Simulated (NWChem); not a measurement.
System: AlHOBr2; SMILES [OH][Al]([Br])[Br]

Output (shortened):

```
             Northwest Computational Chemistry Package (NWChem) 7.3.0
             --------------------------------------------------------

 CS  symmetry detected

                             Geometry "geometry" -> ""
                             -------------------------

 Output coordinates in angstroms (scale by  1.889725989 to convert to a.u.)

  No.       Tag          Charge          X              Y              Z
 ---- ---------------- ---------- -------------- -------------- --------------
    1 Al                  13.0000     0.67386686    -0.00797342     0.00000000
    2 Br                  35.0000    -0.44003983    -1.94090591     0.00000000
    3 Br                  35.0000    -0.43414211     1.94113467     0.00000000
    4 O                    8.0000     2.35983577    -0.07269871     0.00000000
    5 H                    1.0000     2.95741246     0.67723725     0.00000000

 Effective nuclear repulsion energy (a.u.)     518.6987222039

      Symmetry information
      --------------------

 Group name             Cs
 Group number              2
 Group order               2
 No. of unique centers     5

                                 NWChem DFT Module
                                 -----------------

 Summary of "ao basis" -> "ao basis" (spherical)
 ------------------------------------------------------------------------------
       Tag                 Description            Shells   Functions and Types
 ---------------- ------------------------------  ------  ---------------------
 Al                        def2-tzvp                13       37   5s5p2d1f
 Br                        def2-tzvp                16       48   6s5p4d1f
 O                         def2-tzvp                11       31   5s3p2d1f
 H                         def2-tzvp                 4        6   3s1p

      Symmetry analysis of basis
      --------------------------

        a'        115
        a"         55

            General Information
            -------------------
          SCF calculation type: DFT
          Wavefunction type:  closed shell.
          No. of atoms     :     5
          No. of electrons :    92
           Alpha electrons :    46
            Beta electrons :    46
          Charge           :     0
          Spin multiplicity:     1
          Use of symmetry is: on ; symmetry adaption is: on
          Maximum number of iterations: 150
          AO basis - number of functions:   170
                     number of shells:    60
          Convergence on energy requested:  1.00D-06
          Convergence on density requested:  1.00D-05
          Convergence on gradient requested:  5.00D-04

              XC Information
              --------------
                         PBE0 Method XC Functional
                     Hartree-Fock (Exact) Exchange  0.250
          PerdewBurkeErnzerhof Exchange Functional  0.750
            Perdew 1991 LDA Correlation Functional  1.000 local
           PerdewBurkeErnz. Correlation Functional  1.000 non-local

             Grid Information
             ----------------
          Grid used for XC integration:  medium
          Radial quadrature: Mura-Knowles
          Angular quadrature: Lebedev.
          Tag              B.-S. Rad. Rad. Pts. Rad. Cut. Ang. Pts.
          ---              ---------- --------- --------- ---------
          Al                  1.25       88           9.0       590
          Br                  1.15      112          12.0       590
          O                   0.60       49          10.0       434
          H                   0.35       45          12.0       434
          Grid pruning is: on
          Number of quadrature shells:   406
          Spatial weights used:  Erf1

      Superposition of Atomic Density Guess
      -------------------------------------

 Sum of atomic energies:       -5461.95694047

      Non-variational initial energy
      ------------------------------

 Total energy =   -5462.726670
 1-e energy   =   -8639.399219
 2-e energy   =    2657.973827
 HOMO         =      -0.404327
 LUMO         =      -0.036760

      Symmetry analysis of molecular orbitals - initial
      -------------------------------------------------

  Numbering of irreducible representations:

     1 a'          2 a"

  Orbital symmetries:

     1 a'          2 a'          3 a'          4 a'          5 a'
     6 a'          7 a"          8 a'          9 a'         10 a"
    11 a'         12 a'         13 a'         14 a'         15 a'
    16 a'         17 a'         18 a"         19 a'         20 a"
    21 a'         22 a'         23 a'         24 a'         25 a"
    26 a'         27 a"         28 a'         29 a'         30 a"
    31 a'         32 a"         33 a'         34 a"         35 a'
    36 a'         37 a'         38 a'         39 a'         40 a'
    41 a"         42 a'         43 a'         44 a"         45 a"
    46 a'         47 a'         48 a"         49 a'         50 a'
    51 a'         52 a'         53 a'         54 a"         55 a'
    56 a"

     ---------------------------------------------
      Total Density - Mulliken Population Analysis
     ---------------------------------------------

    Atom       Charge   Shell Charges
 -----------   ------   -------------------------------------------------------
    1 Al  13    11.80   2.00  0.65  1.33  0.61  0.15  2.91  2.28  0.82  0.56  0.14  0.16  0.10  0.07
    2 Br  35    35.36   2.00  2.00  1.16  0.78  1.01  0.97  6.00  5.94  1.30  2.91  1.30  8.98  1.02 -0.02  0.02  0.00
    3 Br  35    35.37   2.00  2.00  1.16  0.78  1.01  0.97  6.00  5.94  1.30  2.91  1.30  8.98  1.02 -0.02  0.02  0.00
    4 O    8     8.92   0.79  1.18  0.59  0.95  0.23  2.06  2.24  0.86  0.00  0.01  0.00
    5 H    1     0.55   0.20  0.25  0.06  0.04

[...]
```

Level: PBE0/def2-TZVP. The geometry was optimised at PBE0/def2-SVP.

Task: Reconstruct the input file.

Result: This is not unique; one that fits is the input that was run:
```
start job
memory heap 200 mb stack 900 mb global 1100 mb
geometry units angstroms noautoz
  Al    -0.057999    -0.000000     0.733436
  Br    -1.935520     0.000000    -0.471525
  Br     1.941808    -0.000000    -0.280210
  O     -0.203180    -0.000000     2.414389
  H      0.517357     0.000000     3.047104
end
basis spherical
  * library def2-tzvp
end
dft
  xc pbe0
  iterations 150
  mulliken
end
task dft energy
```
